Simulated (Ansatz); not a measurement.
`C1#CC=CC#CC=CC#CC=CC#CC=C1`, relaxed as a singlet with RKS r2SCAN-D4/def2-SVP in Ansatz, starting from the GFN2-xTB geometry. Force threshold 0.03 eV/Å.

Start:

```tsv
atom	x (Å)	y (Å)	z (Å)
C1	-0.6867	-2.4949	0.1253
C2	-0.4799	-2.1951	1.2803
C3	-0.2502	-1.8645	2.6217
C4	0.6589	-0.9542	3.0140
C5	1.4683	-0.2415	2.1201
C6	2.1758	0.3790	1.3573
C7	3.0026	1.0948	0.4817
C8	2.5335	1.9559	-0.4392
C9	1.1698	2.2224	-0.6181
C10	-0.0058	2.4660	-0.7793
C11	-1.3614	2.7613	-0.9725
C12	-2.2676	1.8491	-1.3675
C13	-1.9512	0.5090	-1.6242
C14	-1.6848	-0.6501	-1.8524
C15	-1.3900	-1.9905	-2.1309
C16	-0.9255	-2.8512	-1.2078
H17	-0.8425	-2.3969	3.3558
H18	0.8052	-0.7457	4.0670
H19	4.0685	0.9324	0.5867
H20	3.2175	2.4948	-1.0843
H21	-1.6570	3.7891	-0.7987
H22	-3.3023	2.1335	-1.5149
H23	-1.5694	-2.3209	-3.1467
H24	-0.7258	-3.8818	-1.4733
```

```
step  energy (eV)  largest force component (eV/Å)  SCF passes
   1  -16691.6105                           1.215          25
   2  -16691.7821                           0.323          21
   3  -16691.8128                           0.036          20
   4  -16691.8192                           0.218          26
   5  -16691.8256                           0.122          21
   6  -16691.8338                           0.020          21
   7  -16691.8370                           0.033          20
   8  -16691.8384                           0.052          19
   9  -16691.8389                           0.045          23
  10  -16691.8392                           0.012          23
```

Force components are those of the run's own axes.

End:

```xyz
24

C    -0.830   -2.607    0.182
C    -0.408   -2.373    1.313
C     0.030   -2.165    2.632
C     0.952   -1.237    3.029
C     1.621   -0.333    2.187
C     2.241    0.480    1.505
C     3.016    1.389    0.764
C     2.542    2.263   -0.174
C     1.197    2.403   -0.558
C     0.041    2.577   -0.936
C    -1.269    2.854   -1.362
C    -2.192    1.927   -1.759
C    -1.988    0.537   -1.810
C    -1.874   -0.685   -1.881
C    -1.776   -2.078   -2.034
C    -1.302   -2.952   -1.096
H    -0.394   -2.824    3.401
H     1.216   -1.206    4.094
H     4.092    1.408    0.980
H     3.264    2.933   -0.657
H    -1.562    3.911   -1.398
H    -3.172    2.293   -2.091
H    -2.136   -2.496   -2.983
H    -1.308   -4.021   -1.346
```

By distances, no bond broke or formed. The bond that changes most is C15–C16, from 1.34 to 1.37 Å (atoms count from 1).

The force fell under the threshold at step 6, but the optimiser went on and released 0.005 eV more. No frequencies were taken in this run, so the end may be a saddle point.

Run time 60 s (4 threads of Arm Neoverse V2 on a shared host).
